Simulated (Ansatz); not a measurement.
Ansatz (a first-principles code) job for B(F)(OMe)(SMe) (C2H6BFOS), SMILES CSB(OC)F, PBE-D3(BJ)/def2-SVP. 

Ansatz 0.2 input:
```yaml
crystal:
  periodic: [false, false, false]
  atoms:
    - {symbol: B, position_ang: [0.07676340, 0.54669361, 0.14627202]}
    - {symbol: F, position_ang: [0.34527373, 1.79160699, 0.56127023]}
    - {symbol: O, position_ang: [-0.90082233, 0.30533607, -0.75002869]}
    - {symbol: C, position_ang: [-1.71215844, 1.32033596, -1.31858758]}
    - {symbol: H, position_ang: [-1.43289233, 2.32097274, -0.95534289]}
    - {symbol: H, position_ang: [-1.60742978, 1.29217429, -2.41442966]}
    - {symbol: H, position_ang: [-2.76559390, 1.12549696, -1.06313315]}
    - {symbol: S, position_ang: [1.07398258, -0.80396117, 0.83065974]}
    - {symbol: C, position_ang: [0.33576156, -2.24519113, -0.02646271]}
    - {symbol: H, position_ang: [-0.72806350, -2.34456527, 0.22533845]}
    - {symbol: H, position_ang: [0.87973117, -3.13411099, 0.31921776]}
    - {symbol: H, position_ang: [0.44420631, -2.14807760, -1.11446716]}
basis:
  gaussian:
    orbitals: def2-SVP
hamiltonian:
  xc: pbe
  dispersion: d3bj
relax: {f_tol: 0.002, max_steps: 200}
```

Program output:

```
WARN ansatz: RAYON_NUM_THREADS=1 ignored (pool sized by the plan → 1); use --threads N
Functional definition: PBE
integrals: 0.06 GiB planned
1314 factors; their error is unknown
mean field: 0.34 GiB planned
mean field evaluation 1: about -18418.5877 eV, gradient 6.7e1 eV
mean field evaluation 2: about -18397.1039 eV, gradient 1.2e2 eV
mean field evaluation 4: about -18428.2689 eV, gradient 7.7e0 eV
mean field evaluation 8: about -18428.3728 eV, gradient 2.1e-1 eV
mean field evaluation 16: about -18428.3134 eV, gradient 3.4e-4 eV
mean field -18428.31341562 eV, -677.2280268647 hartree, gradient 7.5e-5 eV, S^2 0.000000; 0 other end points of the search recorded, 0 dependent functions left out
the calculation of the forces begins
reference -18428.31345282 eV, -677.2280282316 hartree; 28, 28 occupied and 90, 90 virtual orbitals, 1314 factors
relax step   1: F+E_penalty+E_count = -18428.54925879 eV  Δ(F+E_penalty+E_count) = +0.000e0 eV  max|allowed force component| = 3.681e-1 eV/Å  Δτ_max = 0.0000 Å  (29 SCF iters, accepted)
these checks for a lower state are left out or cut short: starts, cluster_reference, orbital_swaps, neighbouring_geometries, increment
integrals: 0.06 GiB planned
1314 factors; their error is unknown
mean field: 0.34 GiB planned
mean field -18428.32390000 eV, -677.2284121584 hartree, gradient 1.2e-5 eV, S^2 0.000000; 0 other end points of the search recorded, 0 dependent functions left out
the calculation of the forces begins
reference -18428.32393720 eV, -677.2284135254 hartree; 28, 28 occupied and 90, 90 virtual orbitals, 1314 factors
relax step   2: F+E_penalty+E_count = -18428.55942214 eV  Δ(F+E_penalty+E_count) = -1.016e-2 eV  max|allowed force component| = 1.468e-1 eV/Å  Δτ_max = 0.0074 Å  (31 SCF iters, accepted)
these checks for a lower state are left out or cut short: starts, cluster_reference, orbital_swaps, neighbouring_geometries, increment
integrals: 0.06 GiB planned
1314 factors; their error is unknown
mean field: 0.34 GiB planned
mean field evaluation 32: about -18428.3256 eV, gradient 1.2e-5 eV
mean field -18428.32559355 eV, -677.2284743953 hartree, gradient 1.2e-5 eV, S^2 0.000000; 0 other end points of the search recorded, 0 dependent functions left out
the calculation of the forces begins
reference -18428.32563076 eV, -677.2284757626 hartree; 28, 28 occupied and 90, 90 virtual orbitals, 1314 factors
relax step   3: F+E_penalty+E_count = -18428.56094873 eV  Δ(F+E_penalty+E_count) = -1.527e-3 eV  max|allowed force component| = 3.652e-2 eV/Å  Δτ_max = 0.0056 Å  (31 SCF iters, accepted)
these checks for a lower state are left out or cut short: starts, cluster_reference, orbital_swaps, neighbouring_geometries, increment
integrals: 0.06 GiB planned
1314 factors; their error is unknown
mean field: 0.34 GiB planned
mean field -18428.32559517 eV, -677.2284744546 hartree, gradient 1.6e-5 eV, S^2 0.000000; 0 other end points of the search recorded, 0 dependent functions left out
the calculation of the forces begins
reference -18428.32563237 eV, -677.2284758220 hartree; 28, 28 occupied and 90, 90 virtual orbitals, 1314 factors
relax step   4: F+E_penalty+E_count = -18428.56100651 eV  Δ(F+E_penalty+E_count) = -5.779e-5 eV  max|allowed force component| = 1.673e-2 eV/Å  Δτ_max = 0.0026 Å  (23 SCF iters, accepted)
these checks for a lower state are left out or cut short: starts, cluster_reference, orbital_swaps, neighbouring_geometries, increment
integrals: 0.06 GiB planned
1314 factors; their error is unknown
mean field: 0.34 GiB planned
mean field -18428.32559237 eV, -677.2284743517 hartree, gradient 1.4e-5 eV, S^2 0.000000; 0 other end points of the search recorded, 0 dependent functions left out
the calculation of the forces begins
reference -18428.32562957 eV, -677.2284757191 hartree; 28, 28 occupied and 90, 90 virtual orbitals, 1314 factors
relax step   5: F+E_penalty+E_count = -18428.56100734 eV  Δ(F+E_penalty+E_count) = -8.286e-7 eV  max|allowed force component| = 1.753e-2 eV/Å  Δτ_max = 0.0011 Å  (22 SCF iters, accepted)
these checks for a lower state are left out or cut short: starts, cluster_reference, orbital_swaps, neighbouring_geometries, increment
integrals: 0.06 GiB planned
1314 factors; their error is unknown
mean field: 0.34 GiB planned
mean field -18428.32547116 eV, -677.2284698974 hartree, gradient 1.2e-5 eV, S^2 0.000000; 0 other end points of the search recorded, 0 dependent functions left out
the calculation of the forces begins
reference -18428.32550838 eV, -677.2284712652 hartree; 28, 28 occupied and 90, 90 virtual orbitals, 1314 factors
relax step   6: F+E_penalty+E_count = -18428.56096277 eV  Δ(F+E_penalty+E_count) = +4.457e-5 eV  max|allowed force component| = 2.891e-2 eV/Å  Δτ_max = 0.0059 Å  (31 SCF iters, rejected (line search))
these checks for a lower state are left out or cut short: starts, cluster_reference, orbital_swaps, neighbouring_geometries, increment
integrals: 0.06 GiB planned
1314 factors; their error is unknown
mean field: 0.34 GiB planned
mean field -18428.32559586 eV, -677.2284744802 hartree, gradient 1.6e-5 eV, S^2 0.000000; 0 other end points of the search recorded, 0 dependent functions left out
the calculation of the forces begins
reference -18428.32563308 eV, -677.2284758480 hartree; 28, 28 occupied and 90, 90 virtual orbitals, 1314 factors
relax step   7: F+E_penalty+E_count = -18428.56103628 eV  Δ(F+E_penalty+E_count) = -2.893e-5 eV  max|allowed force component| = 8.928e-4 eV/Å  Δτ_max = 0.0029 Å  (22 SCF iters, accepted)
integrals: 0.06 GiB planned
1314 factors; their error is unknown
mean field: 0.34 GiB planned
mean field evaluation 64: about -18428.2789 eV, gradient 7.7e0 eV
mean field -18428.32559586 eV, -677.2284744802 hartree, gradient 1.6e-5 eV, S^2 0.000000; 1 other end points of the search recorded, 0 dependent functions left out
the calculation of the forces begins
reference -18428.32563308 eV, -677.2284758480 hartree; 28, 28 occupied and 90, 90 virtual orbitals, 1314 factors
Total energy: -18428.56107349 eV, -677.2371281236 hartree
Atom 0 at     0.077559     0.545942     0.145350 Å, force    -0.000020    -0.000388     0.000788 eV/Å
Atom 1 at     0.346978     1.799958     0.560726 Å, force    -0.000032     0.000048    -0.000448 eV/Å
Atom 2 at    -0.907031     0.292853    -0.756385 Å, force    -0.000067    -0.000893    -0.000557 eV/Å
Atom 3 at    -1.713583     1.321337    -1.318643 Å, force    -0.000386     0.000541     0.000075 eV/Å
Atom 4 at    -1.428094     2.325963    -0.945701 Å, force     0.000015    -0.000332     0.000227 eV/Å
Atom 5 at    -1.609200     1.302078    -2.422949 Å, force     0.000151     0.000378     0.000299 eV/Å
Atom 6 at    -2.776726     1.130388    -1.065117 Å, force     0.000291     0.000305    -0.000214 eV/Å
Atom 7 at     1.077563    -0.805275     0.832013 Å, force    -0.000511     0.000333    -0.000702 eV/Å
Atom 8 at     0.338996    -2.246311    -0.023779 Å, force     0.000413    -0.000079     0.000078 eV/Å
Atom 9 at    -0.733111    -2.346590     0.227392 Å, force     0.000199     0.000158     0.000081 eV/Å
Atom 10 at     0.885560    -3.141061     0.327298 Å, force    -0.000046     0.000157     0.000006 eV/Å
Atom 11 at     0.449847    -2.152570    -1.119900 Å, force    -0.000008    -0.000228     0.000367 eV/Å
Dipole moment:    -0.371951    -0.079294    -0.338341 e Å
```

The calculation finished and met its thresholds.

Cost: about 20 core-seconds (a rough figure).
